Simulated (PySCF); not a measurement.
C₃H₁₀O₂Si₂.
Z-matrix (Å and degrees, GFN2-xTB geometry), rows numbered from 1:
```
C 
O   1  1.4042
C   2  1.4171  1  116.14
C   3  1.5317  2  112.88  1    71.95
O   4  1.3983  3  112.83  2    68.00
Si  5  1.6365  4  121.98  3    32.50
Si  3  1.9271  2  100.73  1  -173.34
H   1  1.0957  2  112.19  3   -71.53
H   1  1.0974  2  110.88  3    50.41
H   1  1.0890  2  106.45  3   169.34
H   3  1.0992  2  110.02  1   -48.96
H   4  1.0986  3  108.26  2  -170.69
H   4  1.0959  3  111.38  2   -52.11
H   6  1.4688  5  106.92  4   112.13
H   6  1.4601  5  104.86  4  -131.03
H   7  1.4591  3  107.16  2    36.54
H   7  1.4736  3  107.79  2   153.34
```

NICS is the negative of the GIAO shielding at a point without a nucleus: at the ring centre (0) and 1 Å above and below it (1); zz is the component along the ring normal. Level: GIAO PBE0/pcSseg-1 (PySCF, non-relativistic, gas phase) on the GFN2-xTB geometry, one conformer.

Ring bond lengths (Å), with Mayer bond orders in brackets: C3–C4 1.532 (0.99), C4–O5 1.398 (0.90), O5–Si6 1.636 (0.96), Si6–Si7 2.310 (0.92), Si7–C3 1.927 (0.84).

Problem. Give the NICS values of each ring in ppm.

Solution. 
```
            ring                                                      type  NICS(0)  NICS(1), two faces  NICS(1)zz, two faces  rms pucker (Å)  centre to ring atoms, mean (Å)
C3–C4–O5–Si6–Si7  5-membered ring with O and 2 Si; formal bonds all single     -4.7         -2.9 / -3.0           -3.7 / -3.1            0.18                            1.46
```

Problem. What can be read from them?

Solution. 
- C3–C4–O5–Si6–Si7: mean NICS(1)zz -3.4 ppm, shielded. C3, C4, Si6, Si7 have four or more neighbours; no verdict on aromaticity is drawn.

Problem. Give the inner angles of the rings and the Hirshfeld charges of the ring atoms.

Solution. 
- C3–C4–O5–Si6–Si7: C3 107.8° (-0.048 e), C4 112.8° (-0.006 e), O5 122.0° (-0.234 e), Si6 94.7° (+0.308 e), Si7 88.3° (+0.225 e); sum 525.6° against 540° for a flat convex ring.
